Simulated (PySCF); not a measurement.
A survey of ¹⁷O NMR shifts

PySCF calculation with structure optimised with GFN2-xTB and σ from GIAO-PBE0/pcSseg-1; non-relativistic, in vacuum, single conformer, equivalent nuclei averaged.

Shieldings were converted by a linear fit to measured shifts: ¹⁷O (scatter 10.7 ppm rms, 12.2 ppm with the 3 outliers that the fit left out vs liquid water, solution or neat liquid). A few per cent of atoms miss by over 2 rms, more outside the fitted compound classes.

**Question.** Give the ¹⁷O shifts of `C=C[Si@@](O)([SiH3])C=O`, `CC#C[SiH2]O[SiH2]O`, `COC1=C[SiH2]O[SiH2]1`, `C#CC[SiH2]O[SiH2]O`, `COC1=CO[SiH2][SiH2]1`, `O=CO/C([SiH3])=C/[SiH3]`.

**Answer.** 
```tsv
compound	environment	δ (ppm)
[CH2:1]=[CH:2][Si@@:3]([OH:4])([SiH3:5])[CH:6]=[O:7]	O7: carbonyl oxygen	789.3
[CH2:1]=[CH:2][Si@@:3]([OH:4])([SiH3:5])[CH:6]=[O:7]	O4: oxygen bonded to Si, H	-38.7
[CH3:1][C:2]#[C:3][SiH2:4][O:5][SiH2:6][OH:7]	O5: oxygen bonded to 2 Si	18.0
[CH3:1][C:2]#[C:3][SiH2:4][O:5][SiH2:6][OH:7]	O7: oxygen bonded to Si, H	3.7
[CH3:1][O:2][C:3]1=[CH:4][SiH2:5][O:6][SiH2:7]1	O2: ether oxygen	93.5
[CH3:1][O:2][C:3]1=[CH:4][SiH2:5][O:6][SiH2:7]1	O6: oxygen bonded to 2 Si, in a 5-membered ring	-29.4
[CH:1]#[C:2][CH2:3][SiH2:4][O:5][SiH2:6][OH:7]	O7: oxygen bonded to Si, H	25.9
[CH:1]#[C:2][CH2:3][SiH2:4][O:5][SiH2:6][OH:7]	O5: oxygen bonded to 2 Si	13.4
[CH3:1][O:2][C:3]1=[CH:4][O:5][SiH2:6][SiH2:7]1	O2: ether oxygen	27.7
[CH3:1][O:2][C:3]1=[CH:4][O:5][SiH2:6][SiH2:7]1	O5: oxygen bonded to C, Si, in a 5-membered ring	12.2
[O:1]=[CH:2][O:3]/[C:4]([SiH3:5])=[CH:6]/[SiH3:7]	O1: ester carbonyl oxygen	349.6
[O:1]=[CH:2][O:3]/[C:4]([SiH3:5])=[CH:6]/[SiH3:7]	O3: ester alkoxy oxygen	228.5
```
